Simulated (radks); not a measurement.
Problem. The hafnium ion Hf4+, [Xe] 4f14. Method: non-relativistic Kohn-Sham, LDA (Slater exchange, Perdew-Wang correlation), spin-polarised, spherical densities, point nucleus; computed with a radial shooting solver on a logarithmic mesh with Libxc functionals. Every spin shell is full or empty, so the densities are truly spherical. Functionals are evaluated on that one density, not self-consistently. Rank these exchange functionals by their error against the exact value of the orbitals, and give that value: LDA, revPBE, RPBE, OPTX, B86b, G96, APBE, r2SCAN, Tao-Mo, TASK, MVS.

Solution. Exact: -288.197 hartree. From best to worst, with 100 (|E| - |E exact|)/|E exact| (equal figures are ties): r2SCAN -0.03, RPBE -0.04, revPBE -0.07, MVS +0.19, B86b +0.19, APBE +0.45, G96 +0.64, Tao-Mo -0.66, TASK -1.78, OPTX +1.95, LDA -3.83.
